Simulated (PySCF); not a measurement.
# Working out the ionisation energy of Ne²⁺

Ne²⁺ [He] 2s2 2p4 (3P) → Ne³⁺ [He] 2s2 2p3 (4S). All numbers are calculated (PySCF 2.14, the non-relativistic Hamiltonian (point nucleus), in aug-cc-pVTZ). Frozen: 1s2. Energies in hartree (1 hartree = 27.21139 eV):

```tsv
part	Ne²⁺ (lower)	Ne³⁺ (upper)
UHF	-126.366558	-124.094127
MP2 opposite-spin	-0.110144	-0.072138
MP2 same-spin	-0.034927	-0.029234
```

Question: What does Hartree-Fock give?

Answer: (-124.094127) − (-126.366558) = 2.272431 hartree = 61.836 eV.

Question: What do MP2 and SCS-MP2 (6/5 opposite-spin, 1/3 same-spin) give?

Answer: The opposite-spin parts differ by 1.034 eV and the same-spin parts by 0.155 eV. MP2: 61.836 + (1.034) + (0.155) = 63.025 eV. SCS-MP2: 61.836 + 1.2 × (1.034) + (0.155)/3 = 63.128 eV.

A first-order spin-orbit estimate adds 0.037 eV to MP2 (valence), giving 63.062 eV against 63.423 eV (measured; NIST Atomic Spectra Database, ionization energies).

What remains against the reference includes basis incompleteness, the frozen core and correlation beyond second order.
